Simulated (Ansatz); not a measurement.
The first iterations of a band of a periodic cell of 17 atoms, TiSi16 (host Si, host structure diamond, interstitial Ti).

Theory: Ansatz 0.2.0, DFT PBEsol, scalar-relativistic, plane waves, PAW. Settings: PAW set soft_1, cutoff 420 eV, k mesh 2x2x2, fermi-dirac smearing 0.02 eV, no spin polarisation.

| Property | Result |
| --- | --- |
| movable images | 2 |
| climbing image | no |
| spring | 5.0 eV/Å² |
| optimiser | quadratic models (default) |
| start path | default |
| force threshold | 0.05 eV/Å |
| iteration limit | 50 |
| end points | relaxed |

Initial state:

```xyz
17
Lattice="0.0000 5.4300 5.4300 5.4300 0.0000 5.4300 5.4300 5.4300 0.0000" Properties=species:S:1:pos:R:3
Si -0.001 -0.035 0.001
Si 1.400 1.311 1.402
Si 2.746 2.711 0.001
Si 4.055 4.085 1.375
Si 2.713 -0.003 2.717
Si 4.028 1.311 4.030
Si 5.429 2.711 2.684
Si 6.829 4.111 4.030
Si -0.002 2.711 2.748
Si 1.372 4.085 4.057
Si 2.714 5.425 2.716
Si 4.055 6.767 4.057
Si 2.682 2.711 5.432
Si 4.027 4.113 6.833
Si 5.428 5.458 5.432
Si 6.803 6.767 6.805
Ti 5.428 2.712 5.432
```

Final state:

```xyz
17
Lattice="0.0000 5.4300 5.4300 5.4300 0.0000 5.4300 5.4300 5.4300 0.0000" Properties=species:S:1:pos:R:3
Si 0.017 0.012 0.013
Si 1.359 1.353 1.354
Si 2.699 2.694 0.012
Si 4.071 4.069 1.321
Si 2.699 0.011 2.695
Si 4.072 1.321 4.070
Si 5.472 2.669 2.670
Si 6.820 4.068 4.069
Si 0.017 2.693 2.695
Si 1.325 4.068 4.069
Si 2.671 5.470 2.667
Si 4.072 6.815 4.067
Si 2.671 2.666 5.471
Si 4.072 4.066 6.816
Si 5.472 5.467 5.469
Si 6.783 6.783 6.784
Ti 4.071 4.068 4.069
```

| iteration | highest image above the first end (eV) | largest band force component (eV/Å) |
| --- | --- | --- |
| 1 | 2.139 | 2.062 |
| 2 | 1.505 | 0.696 |

Does the band converge within its limit, and where does its top end?

It converged. It ended after 5 iterations with the highest image 1.101 eV above the first end. No image climbed, so the highest image needn't sit at the top of the path. A band with more images between the same ends climbed to 1.73 eV, so this one has probably stepped over the top. Limits of this set-up: coarse k mesh, PAW files made for another functional, a small cell, in which the defect meets its images.

Time of the run: 100 s on 1 thread of Arm Neoverse V1, on a shared host, peak memory 0.71 GiB.
